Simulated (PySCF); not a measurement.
Manganese: highly charged ions in a basis for the neutral atom

Mn¹⁹⁺ [He] 2s2 2p2, Mn²⁰⁺ [He] 2s2 2p1. Calculation: PySCF 2.14, in cc-pVDZ; the non-relativistic Hamiltonian (point nucleus). No spin-orbit coupling, so a gap to NIST mixes the basis error with missing relativistic terms.

Changed run: basis of the neutral atom used for a highly charged ion. This setting is unsound on purpose.

```tsv
species	method	sound run (hartree)	changed run (hartree)	converged
Mn¹⁹⁺	UHF	not run	-858.18234	yes
Mn¹⁹⁺	TPSS	not run	-858.46568	yes
Mn¹⁹⁺	M06-L	not run	-858.42767	yes
Mn²⁰⁺	UHF	not run	-801.85442	yes
Mn²⁰⁺	TPSS	not run	-802.14063	yes
Mn²⁰⁺	M06-L	not run	-802.05459	yes
```

Ionisation energy of Mn¹⁹⁺:

| method | changed run (eV) | NIST (eV) |
| --- | --- | --- |
| UHF | 1532.8 | 1537.2 ± 0.8 |
| TPSS | 1532.7 | 1537.2 ± 0.8 |
| M06-L | 1534.0 | 1537.2 ± 0.8 |

The contracted functions were made for the neutral atom and can be too rigid for a highly charged ion.
